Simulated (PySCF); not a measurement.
Sn(AsH2)(H)3 (AsH5Sn), SMILES [AsH2][SnH3].

The structure is a stationary point at PBE-D3(BJ)/def2-TZVP. The def2 effective core potentials stand for the cores of Sn; spin–orbit coupling is left out.

All values below come from TDDFT-M06-2X/def2-SVPD (PySCF 2.14.0).

Vertical excitations.  State labels are in the subgroup Cs.

```
state  symmetry  energy (eV)  λ (nm)      f                            main pairs
-----  --------  -----------  ------  -----  ------------------------------------
S1           A"         6.09     204  0.004                      HOMO→LUMO+2 92 %
S2           A'         6.19     200  0.211      HOMO→LUMO 74 %, HOMO→LUMO+1 17 %
S3           A'         6.23     199  0.315      HOMO→LUMO+1 74 %, HOMO→LUMO 15 %
S4           A'         6.94     179  0.132    HOMO−1→LUMO 51 %, HOMO→LUMO+3 36 %
S5           A"         6.98     178  0.006                      HOMO→LUMO+4 86 %
S6           A'         7.09     175  0.164    HOMO→LUMO+3 54 %, HOMO−1→LUMO 29 %
S7           A'         7.40     167  0.041                    HOMO−1→LUMO+1 87 %
S8           A"         7.49     166  0.070                      HOMO−2→LUMO 79 %
S9           A'         7.77     160  0.058    HOMO→LUMO+5 67 %, HOMO−3→LUMO 13 %
S10          A"         7.78     159  0.001  HOMO−1→LUMO+2 67 %, HOMO−2→LUMO 11 %
T1           A'         4.79     259      0                        HOMO→LUMO 78 %
T2           A"         5.58     222      0                      HOMO→LUMO+2 86 %
T3           A'         5.91     210      0                      HOMO→LUMO+1 80 %
T4           A'         6.28     197      0                      HOMO−1→LUMO 76 %
```
Triplets are in the Tamm–Dancoff approximation, which puts them higher than full response would, so one can lie above its singlet here.
